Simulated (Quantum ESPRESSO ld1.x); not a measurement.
Question: The mean radii <r> (bohr) of the occupied orbitals of an atom or ion are listed with their occupations. Method: scalar-relativistic Kohn-Sham, exchange-only PBE, spin-unpolarised, spherical densities, point nucleus; computed with ld1.x of Quantum ESPRESSO 7.5.

| orbital | occ. | <r> |
|---|---|---|
| 1s | 2 | 0.03707 |
| 2s | 2 | 0.1626 |
| 2p | 6 | 0.1417 |
| 3s | 2 | 0.4583 |
| 3p | 6 | 0.4618 |
| 3d | 10 | 0.4516 |
| 4s | 2 | 1.181 |
| 4p | 4 | 1.307 |
| 4d | 2 | 1.737 |
| 5s | 1 | 2.906 |
| 4f | 2 | 5.953 |

Name the element and its charge.

Answer: Z = 40, zirconium, charge +1: Zr+ in [Ar] 3d10 4s2 4p4 4d2 5s1 4f2. The 1s radius gives Z: for a bare nucleus <r> = (2 gamma + 1)/(2Z) with gamma = sqrt(1 - (Z/c)^2), 0.03641 bohr for Z = 40, and screening makes it slightly larger (0.03707 here). The occupations add up to 39, and the charge is Z minus that.
